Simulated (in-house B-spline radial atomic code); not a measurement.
Whole-atom quantities along the 22-electron series, configuration [Ar] 3d4. Computed with a B-spline radial code for spherical atoms: non-relativistic Hartree-Fock, average of the configuration, point nuclei.

```csv
ion,Z,E/Z² (Eh),Σ<r²> (bohr²),n(0)/Z³ (bohr⁻³),Lamb diamagnetic shielding (ppm),repulsion over attraction
V+,23,-1.7818,22.226,0.67158,1724.42,0.15632
Cr2+,24,-1.8098,16.403,0.67365,1821.14,0.15329
Mn3+,25,-1.8364,13.176,0.67563,1917.11,0.14985
Fe4+,26,?,?,?,?,?
Co5+,27,?,?,?,?,?
Ni6+,28,-1.9081,8.1587,0.68099,2203.3,0.13915
```

**Question.** Fill in the row of Fe4+.

**Answer.** E/Z² (Eh): -1.8616; Σ<r²> (bohr²): 10.999; n(0)/Z³ (bohr⁻³): 0.67751; Lamb diamagnetic shielding (ppm): 2012.7; repulsion over attraction: 0.14627.

**Question.** Fill in the row of Co5+.

**Answer.** E/Z² (Eh): -1.8855; Σ<r²> (bohr²): 9.3973; n(0)/Z³ (bohr⁻³): 0.67929; Lamb diamagnetic shielding (ppm): 2108.07; repulsion over attraction: 0.14269.

**Question.** With what power of Z does the column «Σ<r²> (bohr²)» change over this range?

**Answer.** A fit of the logarithm of its size against log Z from Z = 23 to 28 has slope -5.00. Unscreened non-relativistic hydrogenic orbitals would give -2.
